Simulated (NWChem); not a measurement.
System: C₃H₆OSi; SMILES C#CC[SiH2]O

```xyz
11

C      0.6701    -2.3616     0.1943
C     -0.1840    -1.5431    -0.0632
C     -1.1172    -0.4600    -0.3461
Si    -0.3220     1.1797     0.2313
O      1.2590     1.2326    -0.2826
H      1.3691    -3.1375     0.4092
H     -2.0741    -0.6161     0.1702
H     -1.3338    -0.4070    -1.4212
H     -1.0129     2.3398    -0.3834
H     -0.4499     1.2453     1.7141
H      1.7241     0.3873    -0.1762
```
Atoms are numbered in this order, from 1.

Computed with NWChem. Medium grid unless said otherwise, to which SCAN and Minnesota functionals are sensitive. The geometry was optimised at B3LYP/6-31G* (spherical d). Hybrids' shares of exact exchange are those that their runs print; pure functionals count as 0. The functionals differ in more than this share.

```csv
row,share of exact exchange,highest occupied level (eV)
PBE/def2-SVP,0.00,-6.33
r2SCAN/def2-SVP,0.00,-6.62
TPSSh/def2-SVP,0.10,-6.89
B3LYP/def2-SVP,0.20,-7.32
M06-2X/def2-SVP,0.54,withheld
```

Problem. Fit a straight line of the last column on the one before it, predict the withheld value, and compare with the run.

Solution. 
1. Means of the 4 shown rows: x = 0.075, y = -6.790. Slope Σ(x − x̄)(y − ȳ)/Σ(x − x̄)² = -0.1160/0.02750 = -4.218; intercept -6.474.
2. The shown rows scatter about the line by 0.103 (root mean square); the largest residual is -0.15, at r2SCAN/def2-SVP.
3. At x = 0.54 (M06-2X/def2-SVP; beyond the shown range) the line gives -8.75.
4. The run gives -8.78, -0.03 from the line, 0.3 times the scatter.
